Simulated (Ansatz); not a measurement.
Basis-set extrapolation for `COCCOCCOC` (PBE0-D4/def2-TZVP geometry, frozen core, Ansatz 0.2.0). Multiplicity 1, RHF reference.

|  | def2-TZVPP | def2-QZVPP |
| --- | --- | --- |
| HF | -460.073413 | -460.094905 |
| MP2 correlation | -1.751207 | -1.873890 |
| CCSD(T) correlation | -1.891417 | not run |

Energies in hartree. Use E(X) = E(∞) + A·exp(−7.88·√X) for Hartree–Fock and E(X) = E(∞) + B·X^(−2.97) for correlation, with X = 3 and 4, and add CCSD(T) minus MP2 of the smaller set to the MP2 limit.

**Question.** What is the CCSD(T) energy at the basis-set limit?

**Answer.** HF limit: -460.094905 + (-0.021492) × 0.13774 = -460.09787. MP2 limit: -1.873890 + (-0.122683) × 0.74074 = -1.96477. Higher-order term: -1.891417 − (-1.751207) = -0.14021. Total: -462.20285 hartree, 624.9 kJ/mol below CCSD(T)/def2-TZVPP.
